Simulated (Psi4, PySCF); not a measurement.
Input for Psi4:
```
memory 2 GB

molecule mol {
1 2
Al   -0.000000   -0.000000    0.000000
I    -2.072248   -1.451916   -0.053150
I     0.006649    2.239410   -1.179022
I     2.065599   -0.787494    1.232172
}

set {
  basis sto-3g
  reference uks
  scf_type pk
  puream true
  d_convergence 1e-8
  dft_radial_points 99
  dft_spherical_points 590
}

energy('b3lyp5')
print_variables()
```

Q: Convert this to an input for PySCF.

A: This is not unique; one that fits is 
```python
from pyscf import gto, scf, dft

mol = gto.Mole()
mol.atom = '''
    Al   -0.000000   -0.000000    0.000000
    I    -2.072248   -1.451916   -0.053150
    I     0.006649    2.239410   -1.179022
    I     2.065599   -0.787494    1.232172
'''
mol.basis = 'sto-3g'
mol.charge = 1
mol.spin = 1
mol.verbose = 4
mol.build()

mf = dft.UKS(mol)
mf.xc = 'b3lyp5'
mf.grids.atom_grid = (99, 590)
mf.grids.prune = None
mf.kernel()
```

Both were run: Psi4 gave -20797.271120 Eh and PySCF -20797.271196 Eh, 0.076 mEh apart.
